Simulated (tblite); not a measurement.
Compound: C₅H₇FO (charge +1 and doublet state).
Cartesian coordinates in Å at the GFN2-xTB level; atoms count from 1:
```xyz
14
C5H7FO angstrom
F      0.0807    2.1314   -1.2247
C     -0.0453    0.8318   -0.8675
C     -1.3403    0.5406   -0.2285
C     -1.4300   -0.5329    0.6434
O     -0.4418   -1.2839    0.9836
C      0.8592   -1.0675    0.4631
C      1.1147    0.3785    0.0387
H     -0.0019    0.2581   -1.8233
H     -2.1865    1.1856   -0.4152
H     -2.3676   -0.7962    1.1263
H      0.9831   -1.7523   -0.3902
H      1.5514   -1.3866    1.2491
H      2.0664    0.4547   -0.4866
H      1.1571    1.0381    0.9097
```

Calculated harmonic vibrations of the isolated species, GFN2-xTB (tblite), most abundant isotopes, no scaling. The method is semi-empirical: single wavenumbers can be off by several per cent or more. One conformer, not necessarily the lowest. Open shells enter through the occupations alone, without spin polarisation, and single modes of such species can be off by tens of per cent.

Harmonic wavenumbers (cm⁻¹): 101.3, 188.8, 334.6, 352.4, 411.7, 439.2, 520.2, 719.1, 745.4, 820.5, 866.0, 876.6, 960.7, 974.2, 1018.4, 1056.1, 1088.2, 1106.2, 1133.4, 1159.6, 1170.4, 1183.6, 1235.5, 1271.0, 1294.0, 1348.0, 1402.4, 1454.1, 1475.9, 2686.4, 2877.5, 2974.4, 2998.2, 3027.3, 3031.3, 3092.1.

A = 5136, B = 2333, C = 1697 MHz; mass 102.048 u (most abundant isotopes); point group C1, symmetry number 1; spin multiplicity 2.

Task: Zero-point energy?

Result: ½Σν̃ = 23697 cm⁻¹ = 283.48 kJ/mol.

Task: Give the ideal-gas entropy at 350 K and 1 bar in the rigid-rotor, harmonic-oscillator model (classical rotation).

Result: Translation 169.88, rotation 115.64, vibration 65.14, spin (R ln 2) 5.76: S = 356.4 J/(mol K).

Task: And Cp and H(350 K) − H(0)?

Result: Cp = 127.15 J/(mol K), of which vibrations give 93.89 (their classical limit is 36 R = 299.3); H(350 K) − H(0) = 25.41 kJ/mol without the zero-point energy, 13.77 from vibrations.

Task: How do the functions run with temperature in this model?

Result: 
```tsv
T (K)	S (J/(mol K))	Cp (J/(mol K))	H − H(0) (kJ/mol)	G − H(0) (kJ/mol)	ln q(vib)
150	281.2	62.4	6.73	-35.44	0.77
250	319.8	92.6	14.42	-65.53	1.84
298.15	337.5	109.2	19.28	-81.35	2.43
400	374.5	143.6	32.18	-117.62	3.80
600	443.3	195.8	66.49	-199.51	6.80
900	532.5	242.9	132.98	-346.32	11.47
```

q(vib) and H(0) count from the zero-point level.

Task: What must be added to the electronic energy to get the Gibbs energy at 350 K and 1 bar?

Result: ZPE + [H(350 K) − H(0)] − T·S = 283.48 + 25.41 − 124.75 = 184.14 kJ/mol.

Task: Blend soft modes into free rotors: weight 1/[1 + (100 cm⁻¹/ν̃)⁴] for the oscillator and the rest for a rotor with moment μB/(μ + B), μ = h/(8π²ν), B = 10⁻⁴⁴ kg m². What vibrational entropy results?

Result: 63.63 J/(mol K) in place of 65.14, which changes −T·S at 350 K by +0.53 kJ/mol.

Hindered rotation and anharmonicity are outside this model. Other conformers, if any are populated, would add a mixing term that is left out. The structure is chiral; the term R ln 2 for an equal mix with its mirror image is left out.
